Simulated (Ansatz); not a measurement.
System: sum formula H$_{4}$BSiO$_{2}$, net charge 0, doublet state. It need not be the lowest isomer of its formula. 
Structure (B3LYP-D3(BJ)/def2-TZVP (Ansatz, a program for electronic structure) minimum search):
```xyz
8

O      0.8130     0.7205    -1.0439
B      0.7637    -0.0393    -0.0196
O      1.5072    -0.7477     0.8607
Si    -1.3795     0.0630     0.0461
H      2.4575    -0.6911     0.6948
H     -1.7753     1.4701     0.2414
H     -1.8359    -0.7624     1.1969
H     -1.9132    -0.4843    -1.2150
```
Charge 0, spin multiplicity 2.

Basis-set convergence of Hartree-Fock and CCSD correlation energies (hartree) with Ansatz. Valence correlation only, unless marked. Open shells are spin-unrestricted. Spin-orbit coupling is left out. Non-relativistic.

```json
[
 {"basis": "cc-pV(D+d)Z", "functions": "85", "E(HF)": "-465.72125", "E(corr, CCSD)": "-0.57932"},
 {"basis": "cc-pV(T+d)Z", "functions": "185", "E(HF)": "-465.79141", "E(corr, CCSD)": "-0.71385"},
 {"basis": "cc-pV(Q+d)Z", "functions": "349", "E(HF)": "-465.80859", "E(corr, CCSD)": "-0.75956"}
]
```

Extrapolating the two largest sets (X = 3 and 4) as X^-3: E(corr) = (64·(-0.75956) - 27·(-0.71385))/37 = -0.7929 Eh, an estimate of the basis-set limit. The largest set recovers 95.8 % of it, the smallest 73.1 %.
